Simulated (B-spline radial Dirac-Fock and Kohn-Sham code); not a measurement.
**Pd³⁺ 3d5/2: cross section and angular parameters**

System: palladium as Pd³⁺, configuration 1s2 2s2 2p6 3s2 3p6 3d10 4s2 4p6 4d7; threshold 387.6 eV (orbital energy of the model). Level of theory: Dirac-Hartree-Slater photoionisation with a Latter tail; cross sections with all multipoles, angular parameters from the dipole term and its interference with E2; a radial B-spline solver.

Input of the calculation (task.json; shells as n, l, electrons):

```json
{"items": [{
  "Z": 46,
  "q": 3,
  "cfg": [[1, 0, 2], [2, 0, 2], [2, 1, 6], [3, 0, 2], [3, 1, 6], [3, 2, 10], [4, 0, 2], [4, 1, 6], [4, 2, 7]],
  "A": 106,
  "rrms": 4.5318,
  "do": "xps",
  "hv": [60, 61.6, 75.9, 78.3, 80, 87.1, 93.1, 133.0, 150, 174.0, 195.0, 200, 237.0, 286.0, 400, 500.0, 800, 945.0, 1486.9, 2050.0, 2920.0, 3030.0, 4180.0, 4830.0, 8110.0, 8400.0, 9580.0, 11500.0, 12000, 13200.0]
}]}
```

Run with: `python xray2_run.py task.json out`

For linearly polarised light dσ/dΩ = σ/(4π) [1 + β P₂(cos θ) + (δ + γ cos²θ) sin θ cos φ], with θ from the polarisation vector and φ the angle between the beam and the projection of the electron momentum on the plane normal to the polarisation.

```csv
hν (eV),σ (kb),β,γ,δ
400,2490,0.606,0.001,-0.002
500,1920,0.544,-0.052,0.007
800,?,?,?,?
945,463,1.153,0.066,0.037
1486.9,129,1.222,0.295,0.059
2050,48.4,1.183,0.494,0.079
2920,15.3,1.089,0.727,0.111
3030,13.5,1.077,0.752,0.115
4180,4.45,0.964,0.964,0.158
4830,2.65,0.909,1.057,0.183
8110,0.384,0.711,1.363,0.301
8400,0.335,0.698,1.381,0.311
9580,0.201,0.649,1.446,0.350
11500,0.0975,0.584,1.530,0.413
12000,0.0822,0.569,1.548,0.428
13200,0.0560,0.537,1.585,0.465
```

Problem. Give the values at 800 eV.

Solution. σ = 707 kb, β = 1.073, γ = 0.007, δ = 0.030.
